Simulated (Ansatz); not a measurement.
System: C2H7BN, net charge 0, doublet state. It need not be the lowest isomer of its formula. 
Coordinates optimised at B3LYP-D3(BJ)/def2-TZVP (Ansatz, a quantum-chemistry and plane-wave program):
SMILES: CB(C)[NH]
```xyz
11

C      1.4725    -0.3903     0.1475
B     -0.0230     0.1124    -0.0618
C     -1.2205    -0.7029     0.5976
N     -0.2874     1.1733    -0.9023
H      1.5719    -1.4155    -0.2214
H      2.2233     0.2263    -0.3451
H      1.6938    -0.4227     1.2187
H     -1.0512    -0.7883     1.6751
H     -2.2037    -0.2643     0.4312
H     -1.2284    -1.7231     0.2021
H     -0.3911     2.1712    -0.8062
```
Charge 0, spin multiplicity 2.

Basis-set convergence of Hartree-Fock and CCSD correlation energies (hartree) with Ansatz. Valence correlation only, unless marked. UHF or UKS for open shells. No spin-orbit coupling. No relativistic terms.

```
basis        functions       E(HF)  E(corr, CCSD)
-----------  ---------  ----------  -------------
aug-cc-pVDZ        155  -158.96407       -0.58649
aug-cc-pVTZ        345  -159.00406       -0.68675
aug-cc-pVQZ        642  -159.01361       -0.71475
```

Extrapolating the two largest sets (X = 3 and 4) as X^-3: E(corr) = (64·(-0.71475) - 27·(-0.68675))/37 = -0.7352 Eh, an estimate of the basis-set limit. The largest set recovers 97.2 % of it, the smallest 79.8 %.
